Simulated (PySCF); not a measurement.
CH7GaP2, SMILES [Ga]([PH2])([PH2])[CH3].

The structure is a stationary point at r2SCAN-D4/def2-SVP. The structure was generated by enumeration; whether it is a known compound was not checked. One conformer was computed; it need not be the lowest.

Method: PySCF with C-PCM-B3LYP/def2-SVP.

The values are the electrostatic part of the solvation free energy, E(continuum) − E(gas) at the gas-phase geometry, in a cavity of scaled van der Waals radii (PySCF's table); cavitation and dispersion terms are not included. A continuum can't describe solvent molecules that bind to the metal. In vacuum the orbital gap is 5.08 eV. The dipole moment in vacuum is 1.72 D.

```
solvent            ε  ΔG(elec) (kcal/mol)  dipole (D)  gap (eV)
-------------  -----  -------------------  ----------  --------
water          78.36                 -3.3        2.47      5.35
methanol       32.61                 -3.3        2.45      5.34
chlorobenzene   5.70                 -2.7        2.30      5.29
```
